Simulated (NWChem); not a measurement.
# C$_{3}$H$_{2}$F$_{3}$, doublet; SMILES F/C=C/[C](F)F

```xyz
8

F     -0.1778    -2.6412     0.0000
C      0.3494    -1.4220     0.0000
C     -0.4897    -0.3190     0.0000
C     -0.0658     0.9817     0.0000
F     -0.8683     2.0169     0.0000
F      1.1979     1.3397     0.0000
H      1.4404    -1.3990     0.0000
H     -1.5695    -0.4828     0.0000
```
Atoms are numbered in this order, from 1.

Program: NWChem. Spin-unrestricted. Medium grid unless said otherwise, to which SCAN and Minnesota functionals are sensitive. In the optimisation the excess spin sits in a" (Cs, its own frame). The geometry was optimised at PBE0/def2-SVP, spin-unrestricted. No stability test was run on the SCF state. Level r2SCAN/def2-SVP: single points from the atomic guess with DIIS by default; each run changes one setting, and all converged runs end within 0.3 mHa of each other.

```
setting                           SCF iterations
--------------------------------  --------------
defaults                                      12
level shift of 0.5 Ha throughout              16
no DIIS, 40 % damping                         53
no level shifting                             12
DIIS on 3 Fock matrices                       12
70 % damping for 30 cycles                    33
```
